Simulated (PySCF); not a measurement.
Compound: C5H3F3O3.
Structure used (PBE0-D3(BJ)/def2-SVP), in Å, numbered top down from 1:
```xyz
14
C5H3F3O3 angstrom
O      0.814    1.714    1.592
C      1.121    0.874    0.821
O      2.278    0.189    0.711
C      1.802   -0.577   -0.424
C      0.473    0.163   -0.392
C     -0.758   -0.655   -0.119
O     -0.764   -1.849   -0.010
C     -2.069    0.144    0.059
F     -3.123   -0.633   -0.099
F     -2.131    1.137   -0.832
F     -2.098    0.672    1.277
H      2.433   -0.406   -1.306
H      1.734   -1.646   -0.183
H      0.285    0.877   -1.207
```

Linear response at CAM-B3LYP/def2-SVPD (PySCF, frozen core in the response, non-relativistic). One conformer (not necessarily the lowest) at the PBE0-D3(BJ)/def2-SVP geometry, without solvent, vibrations or thermal averaging.

Static isotropic polarisability: 66.60 au (9.87 Å³), principal values 54.9, 71.5, 73.4 au.

What is the polarisability at 1064 nm and at the sodium D line?

67.01 au at 1064 nm (+0.6 %), 67.97 au at 589.3 nm (+2.1 %). The rise at 589.3 nm is 3.35 times that at 1064 nm; a pure ω² law gives 3.26. The lowest singlet lies at 288 nm, shorter than both wavelengths.

What is the isotropic C6 coefficient between two such molecules, C6 = (3/π)∫α(iω)² dω?

2276 au (Eh·bohr⁶) by a ten-point quadrature over imaginary frequencies, which is 1360 eV·Å⁶ or 131 J·nm⁶/mol.

Which effective excitation energy ω̄ makes London's formula C6 = (3/4)α²ω̄ exact here?

ω̄ = 4·C6/(3α²) = 0.684 Eh = 18.6 eV. A one-pole form α(ω) = α/(1 − ω²/ω̄²) fitted to the 1064 nm value gives 14.9 eV.

What three-body coefficient follows from the one-pole estimate C9 = (3/4)·α·C6?

114000 au. This is an estimate from the two numbers above, not a computed integral.

What n − 1 at the D line would an ideal gas of it have at 273.15 K and 1 atm (2.6868 × 10¹⁹ cm⁻³), by n − 1 = 2π·N·α′?

17.00 × 10⁻⁴, a formal value whether or not that pressure can be reached.

How many electrons N does the Slater–Kirkwood formula C6 = (3/4)·√N·α^(3/2) need to give this C6?

N = (4·C6/3)²/α³ = 31.2; the species has 84 electrons in all.
